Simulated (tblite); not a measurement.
Species: C₂H₇NPSi (doublet state).
SMILES with atom numbers: `[CH3:1]/[N:2]=[CH:3]\[SiH2:4][PH:5]` (hydrogens: H6, H7, H8 on C1; H9 on C3; H10, H11 on Si4; H12 on P5)
Bond orders are those of one Lewis drawing.

Computed with GFN2-xTB (tblite), gas phase: L-BFGS steps from a force-field or distance-geometry start until the largest atomic force falls under 0.01 eV/Å.

Step 38: E = -406.4517 eV
```
atom  x, y, z in Å  |  force x, y, z in eV/Å
C1     -1.8405    0.3913   -0.3773   -0.023   0.000  -0.001
N2     -1.3310   -0.2635    0.7768   -0.034  -0.044   0.020
C3     -0.1526   -0.6574    0.9145   -0.025  -0.038   0.021
Si4     1.3728   -0.5789   -0.2477    0.094   0.053  -0.031
P5      2.7663    0.8244    0.7284   -0.048  -0.006  -0.045
H6     -2.4921   -0.3058   -0.9066   -0.024  -0.031   0.018
H7     -2.4595    1.2211   -0.0357    0.020   0.052  -0.024
H8     -1.0721    0.7509   -1.0690    0.033   0.034   0.011
H9      0.0574   -1.1420    1.8659   -0.020   0.015   0.004
H10     1.9232   -1.9327   -0.1983    0.021  -0.036   0.003
H11     1.0085   -0.2785   -1.6371    0.012   0.021   0.030
H12     2.2207    1.9704    0.1600   -0.007  -0.019  -0.006
```

Step 39: E = -406.4526 eV
```
atom  x, y, z in Å  |  force x, y, z in eV/Å
C1     -1.8372    0.3949   -0.3770   -0.037  -0.013  -0.003
N2     -1.3302   -0.2725    0.7706   -0.031  -0.031   0.028
C3     -0.1524   -0.6658    0.9112   -0.014  -0.053   0.009
Si4     1.3778   -0.5778   -0.2456    0.059   0.025  -0.021
P5      2.7494    0.8373    0.7380   -0.023   0.013  -0.036
H6     -2.5084   -0.2891   -0.8984   -0.034  -0.037   0.011
H7     -2.4380    1.2341   -0.0252    0.037   0.057  -0.042
H8     -1.0710    0.7391   -1.0797    0.027   0.044   0.040
H9      0.0533   -1.1602    1.8584   -0.019   0.021   0.004
H10     1.9337   -1.9294   -0.1886    0.025  -0.029   0.000
H11     1.0074   -0.2885   -1.6350    0.020   0.025   0.017
H12     2.2169    1.9772    0.1452   -0.010  -0.022  -0.006
```

Step 40: E = -406.4534 eV
```
atom  x, y, z in Å  |  force x, y, z in eV/Å
C1     -1.8346    0.3975   -0.3769   -0.034  -0.023   0.000
N2     -1.3302   -0.2809    0.7656   -0.019  -0.012   0.023
C3     -0.1527   -0.6738    0.9087   -0.008  -0.050  -0.013
Si4     1.3828   -0.5767   -0.2440    0.005  -0.016  -0.001
P5      2.7348    0.8482    0.7445    0.013   0.030  -0.014
H6     -2.5217   -0.2759   -0.8913   -0.038  -0.030   0.003
H7     -2.4190    1.2458   -0.0178    0.049   0.046  -0.052
H8     -1.0692    0.7298   -1.0875    0.011   0.040   0.066
H9      0.0491   -1.1747    1.8531   -0.014   0.018   0.005
H10     1.9424   -1.9273   -0.1810    0.027  -0.015  -0.003
H11     1.0060   -0.2952   -1.6324    0.025   0.028  -0.001
H12     2.2134    1.9825    0.1328   -0.017  -0.017  -0.012
```

Task: Estimate the geometry and energy of step 41. (The exact step hangs on the optimiser's Hessian estimate; all steps are aligned on step 40, rigid shifts and turns removed.)

Result: E = -406.4541 eV, largest force 0.083 eV/Å
```
atom  x, y, z in Å  |  force x, y, z in eV/Å
C1     -1.8332    0.3990   -0.3768   -0.021  -0.027   0.005
N2     -1.3306   -0.2878    0.7621   -0.006   0.007   0.011
C3     -0.1533   -0.6810    0.9066   -0.008  -0.035  -0.032
Si4     1.3870   -0.5761   -0.2430   -0.043  -0.051   0.020
P5      2.7236    0.8570    0.7488    0.042   0.035   0.007
H6     -2.5323   -0.2665   -0.8855   -0.033  -0.013  -0.001
H7     -2.4034    1.2558   -0.0134    0.050   0.027  -0.053
H8     -1.0676    0.7234   -1.0919   -0.004   0.025   0.079
H9      0.0455   -1.1854    1.8494   -0.007   0.010   0.006
H10     1.9496   -1.9261   -0.1752    0.026   0.000  -0.007
H11     1.0053   -0.2994   -1.6302    0.029   0.028  -0.014
H12     2.2105    1.9864    0.1231   -0.026  -0.006  -0.020
```

The energy changes by -0.0007 eV. The first-order estimate −F·Δx gives -0.0010 eV and the mean of the old and new forces, exact on a quadratic surface, -0.0007 eV. The step makes an angle of 81° with the force vector and moves no atom by more than 0.019 Å.

What follows is the cost of the whole relaxation. The run took 0.96 s of wall time on Arm Neoverse V1, one thread, no GPU, shared host with 64 logical CPUs at a one-minute load of 18.
